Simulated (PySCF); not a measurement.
Input for PySCF:
```python
from pyscf import gto, scf, dft

mol = gto.Mole()
mol.atom = '''
    C    -1.135692    0.009372   -0.035022
    Si    0.814165   -0.024765   -0.001559
    H    -1.543268   -0.591429   -0.796999
    H    -1.521250    0.980558   -0.173471
    H    -1.504024   -0.449770    0.965715
'''
mol.basis = 'sto-3g'
mol.charge = 0
mol.spin = 1
mol.verbose = 3
mol.build()

mf = dft.UKS(mol)
mf.xc = 'b3lyp'
mf.kernel()
g = mf.nuc_grad_method()
grad = g.kernel()
```

Q: What does this run give for the Mulliken (on the basis functions themselves) charges in atom order, HOMO energy, <S^2>?

A: 
The Mulliken (on the basis functions themselves) charges in atom order comes out as C1 -0.42, Si2 0.27, H3 0.05, H4 0.05, H5 0.04, the HOMO energy comes out as -0.55 eV and the <S^2> is 0.751.

These values belong to the state on which the SCF converged, which isn't shown to be the lowest.
